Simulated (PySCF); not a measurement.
SMILES C(=C/C#N)/[SiH3] (C₃H₅NSi), singlet (PBE0/def2-SVP optimised geometry):

```
10

N      2.436     1.229     0.002
C      1.747     0.295     0.001
C      0.935    -0.883     0.000
C     -0.411    -0.883     0.000
Si    -1.556     0.610     0.000
H      1.498    -1.824     0.000
H     -0.885    -1.873     0.000
H     -0.769     1.873     0.012
H     -2.419     0.544    -1.217
H     -2.436     0.531     1.205
```

Calculation: PBE0/def2-TZVP (PySCF).

Task: What are the frontier orbital energies and the dipole moment?

Result: HOMO-2 -10.07 eV, HOMO-1 -9.55 eV, HOMO -8.37 eV, LUMO -2.05 eV, LUMO+1 0.09 eV; dipole moment 3.84 D.

Meta-Löwdin charges at PBE0/def2-TZVP: N1 -0.21, C2 0.10, C3 -0.13, C4 -0.30, Si5 0.47, H6 0.15, H7 0.14, H8 -0.07, H9 -0.08, H10 -0.08.
